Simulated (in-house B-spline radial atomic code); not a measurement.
Configurations of Nb III (Nb2+), with energies counted from [Kr] 4d3. Computed with an all-electron radial atomic-structure program (B-spline basis): scalar-relativistic (X2C) r2SCAN0, spin-polarised, spherical fractional occupations, exact exchange averaged over the configuration, Fermi nucleus of rms radius 4.324 fm. Shells without spins written out take the highest spin.

Occupations are held fixed; configurations that lie above the ionisation limit could autoionise.

```tsv
configuration	E - E(ref) (eV)	highest orbital	its <r> (bohr)
[Kr] 4d2 5s1	3.301	5s up	2.941
[Kr] 4d2 5p1	8.5588	5p up	3.505
[Kr] 4d2 4f1	17.275	4f up	5.327
[Ar] 3d10 4s2 4p5 4d3 5s1	35.012	5s up	2.883
[Ar] 3d9 4s2 4p6 4d3 5p1	214.52	5p up	3.398
```

(1) Order these further configurations by energy, lowest first.
A. [Ar] 3d10 4s2 4p5 4d3 5f1
B. [Ar] 3d9 4s2 4p6 4d3 5s1
C. [Ar] 3d9 4s2 4p6 4d3 5f1
D. [Ar] 3d10 4s2 4p5 4d4
E. [Ar] 3d9 4s2 4p6 4d4

Answers

(1) D (30.444 eV), A (52.195 eV), E (203.87 eV), B (209.03 eV), C (226.44 eV).
